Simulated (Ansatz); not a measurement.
A made-up structure of NaMgSiH2F, closed shell:

F1  (-0.427, -2.425, 0.362)
Mg2  (0.751, -1.103, 0.910)
Si3  (0.050, 1.077, -0.271)
Na4  (-1.607, -1.157, -0.947)
H5  (-2.211, -2.700, -2.013)
H6  (-0.093, 2.059, 0.864)
(Å)

It is relaxed with PBE-D4/def2-SVP and then PBE0-D4/def2-TZVP (Ansatz 0.2.0). Atoms count as bonded within 1.22 times the sum of their covalent radii (H–H: 0.88 Å). The end point is not checked to be a true minimum.

(1) Does its bonding change? (Judge from chemistry; the calculation decides.)

## Answers

(1) Computed: Yes. Formed: Mg2–H5; broken: Si3–Na4.

Where it ends: The first stage lowers the energy by 1.87 eV in 24 steps. It ends as NaMgSiH₂F ([SiH][Mg]12[H][Na]1[F]2):
| atom | x (Å) | y (Å) | z (Å) |
| --- | --- | --- | --- |
| F1 | -0.2473 | -2.3815 | 0.5637 |
| Mg2 | -0.4183 | -0.7407 | -0.3351 |
| Si3 | 0.8214 | 1.5981 | -0.0759 |
| Na4 | -1.6783 | -3.3438 | -0.6226 |
| H5 | -1.7052 | -1.4316 | -1.4857 |
| H6 | -0.3104 | 2.0497 | 0.8607 |

Labels in which every atom is bracketed show which atoms are joined, not bond orders.

For scale, one of the runs: PBE0-D4/def2-TZVP relaxation, 144 basis functions, launched by `ansatz run in.yaml --threads 2 --pin off --events-out ev --progress --plain --max-ram 4352MiB`. Hardware: 2 CPU threads of an Arm Neoverse V2, shared host. Wall time about 23 s.
